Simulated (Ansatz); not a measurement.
Cost and result for the atomization energy of `[CH3][Ge]([NH2])([NH2])[NH2]` (14 atoms, 13 bonds).

```xyz
14

C     0.735    1.240    1.056
Ge   -0.061   -0.079   -0.133
N     1.120   -1.486   -0.226
N    -1.722   -0.739    0.300
N    -0.403    0.719   -1.747
H     1.707    1.559    0.674
H     0.085    2.113    1.128
H     0.876    0.825    2.056
H     1.642   -1.672    0.618
H     0.737   -2.351   -0.580
H    -2.462   -0.051    0.308
H    -1.762   -1.279    1.153
H     0.415    1.080   -2.219
H    -0.905    0.120   -2.387
```

The species carries charge 0 and has multiplicity 1. Correlated methods include outer-core shells of Ge, which these sets cover unevenly. Scalar relativity is left out up to krypton. All single points use the PBE0-D4/def2-TZVP geometry. It is one conformer, not always the lowest. Program: Ansatz. All runs use 2 threads of an AMD EPYC 7R13 on a shared host and a share of an NVIDIA H100 80 GB. Times are those of one run each, without the atoms' runs, and a repeat can differ threefold. Electronic energies, without spin–orbit coupling; frozen cores. CCSD(T)/CBS adds CCSD(T) − MP2 in def2-TZVPP to the MP2 limit, and its time is that of the two runs behind it. T1 = 0.010. With those shells the extrapolation isn't a true limit. B3LYP takes the VWN-RPA correlation (the form of Gaussian; ORCA's B3LYP/G).

CCSD(T)/CBS is a level of theory with its own doubt, some kJ/mol a heavy atom from the limit and from the frozen cores, so smaller differences don't rank the functionals.

```csv
level,functions,wall time
B2PLYP/def2-TZVPP,298,6.5 s
ωB97M-V/def2-TZVPP (with forces),298,7 s
MP2/def2-QZVPP,587,8 s
PBE-D4/def2-TZVPP (with forces),298,8 s
PBE0-D4/def2-TZVPP,298,8 s
r2SCAN-D4/def2-TZVPP (with forces),298,8.5 s
B3LYP-D4/def2-TZVPP (with forces),298,9 s
ωB97X-V/def2-TZVPP,298,9 s
CCSD(T)/def2-TZVPP,298,9.5 s
CCSD(T)/CBS(def2),–,18 s
```

Problem. What atomization energy does each give, and how far from CCSD(T)/CBS? (Estimate.)

Solution. The calculation gave: 
```
                             level  atomization (kJ/mol)  difference from CCSD(T)/CBS  per bond
                 B2PLYP/def2-TZVPP                4798.8                        -65.0      -5.0
  ωB97M-V/def2-TZVPP (with forces)                4859.5                         -4.3      -0.3
                    MP2/def2-QZVPP                4846.2                        -17.6      -1.4
   PBE-D4/def2-TZVPP (with forces)                4926.7                         62.9       4.8
                PBE0-D4/def2-TZVPP                4831.3                        -32.5      -2.5
r2SCAN-D4/def2-TZVPP (with forces)                4817.7                        -46.1      -3.5
 B3LYP-D4/def2-TZVPP (with forces)                4858.7                         -5.1      -0.4
                ωB97X-V/def2-TZVPP                4874.8                         11.0       0.8
                CCSD(T)/def2-TZVPP                4723.2                       -140.6     -10.8
                 CCSD(T)/CBS(def2)                4863.8                          0.0       0.0
```

In def2-TZVPP, CCSD(T) changes the Hartree–Fock value by +1419.1 kJ/mol (the triples alone add +73.4 kJ/mol) and MP2 by +1459.1 kJ/mol; breaking electron pairs costs correlation energy, which Hartree–Fock lacks. The D4 term adds +45.2 kJ/mol with B3LYP and +24.1 kJ/mol with PBE0; it sums over pairs of atoms, weighted by their polarisabilities, and B3LYP, whose exchange is more repulsive, gets the larger term. From PBE to PBE0 (25 % exact exchange), in def2-TZVPP and without D4, the atomization energy moves by −91.2 kJ/mol: exact exchange takes away binding that semilocal exchange gives to molecules.
